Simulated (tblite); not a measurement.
C8H9FO.
Z-matrix (Å and degrees, GFN2-xTB geometry), rows numbered from 1:
```
C 
C   1  1.3222
C   2  1.4978  1  136.25
C   3  1.3204  2  136.61  1     0.06
C   3  1.4801  2   87.95  1  -179.96
O   5  1.3293  3  130.29  2  -179.94
C   6  1.4248  5  115.80  3  -180.00
C   7  1.5178  6  108.05  5   179.99
C   5  1.3582  3   91.30  2    -0.02
F   9  1.3453  2  131.98  1    -0.02
H   1  1.0763  2  121.46  3  -180.00
H   1  1.0755  2  121.23  3    -0.00
H   4  1.0763  3  121.14  2  -179.96
H   4  1.0758  3  121.35  2    -0.10
H   7  1.0976  6  109.44  5    59.29
H   7  1.0977  6  109.49  5   -59.26
H   8  1.0867  7  110.05  6   -59.75
H   8  1.0867  7  110.03  6    59.83
H   8  1.0860  7  109.75  6  -179.94
```

Computed with GFN2-xTB (tblite): harmonic, unscaled wavenumbers at the GFN2-xTB geometry, gas phase. Errors from tens to a few hundred cm⁻¹ against measured bands are possible. One conformer, not necessarily the lowest.

Harmonic wavenumbers (cm⁻¹): 44.9, 81.4, 100.2, 106.0, 196.2, 219.5, 225.4, 235.1, 301.7, 362.3, 407.5, 447.9, 550.1, 618.0, 660.8, 710.7, 726.3, 728.1, 827.2, 831.9, 864.8, 880.8, 921.7, 955.1, 1064.4, 1077.5, 1105.6, 1128.3, 1139.0, 1179.1, 1249.8, 1303.0, 1343.2, 1386.7, 1403.6, 1405.4, 1473.8, 1478.2, 1491.7, 1670.2, 1735.3, 1829.7, 2899.3, 2922.7, 3050.6, 3053.0, 3056.7, 3109.3, 3110.6, 3138.4, 3140.6.

A = 2271, B = 885.6, C = 642.3 MHz; mass 140.064 u (most abundant isotopes); point group Cs, symmetry number 1.

Problem. What is the zero-point energy?

Solution. Half the sum of the wavenumbers: 31975 cm⁻¹ = 91.42 kcal/mol.

Problem. Entropy at 298.15 K, 1 bar (ideal gas, RRHO, classical rotation)?

Solution. Translation 40.75, rotation 29.90, vibration 31.45: S = 102.1 cal/(mol K).

Problem. And Cp and H(298.15 K) − H(0)?

Solution. Cp = 40.37 cal/(mol K), of which vibrations give 32.42 (their classical limit is 51 R = 101.3); H(298.15 K) − H(0) = 7.32 kcal/mol without the zero-point energy, 4.95 from vibrations.

Problem. Which modes carry the vibrational entropy at 298.15 K?

Solution. 44.9 cm⁻¹: 5.03; 81.4 cm⁻¹: 3.86; 100.2 cm⁻¹: 3.45; 106.0 cm⁻¹: 3.34; 196.2 cm⁻¹: 2.17; 219.5 cm⁻¹: 1.96 cal/(mol K); the other 45 give 11.64 together.

Problem. What must be added to the electronic energy to get the Gibbs energy at 298.15 K and 1 bar?

Solution. ZPE + [H(298.15 K) − H(0)] − T·S = 91.42 + 7.32 − 30.44 = 68.30 kcal/mol.

Problem. How do the functions run with temperature in this model?

Solution. 
```csv
T (K),S (cal/(mol K)),Cp (cal/(mol K)),H − H(0) (kcal/mol),G − H(0) (kcal/mol),ln q(vib)
100,71.2,19.9,1.35,-5.77,1.83
200,88.2,30.2,3.86,-13.77,4.69
300,102.3,40.6,7.40,-23.31,7.52
500,127.6,58.8,17.43,-46.36,13.04
800,159.4,76.2,37.92,-89.57,20.84
1000,177.2,83.6,53.94,-123.26,25.64
```

q(vib) and H(0) count from the zero-point level.

Hindered rotation and anharmonicity are outside this model. Other conformers, if any are populated, would add a mixing term that is left out.
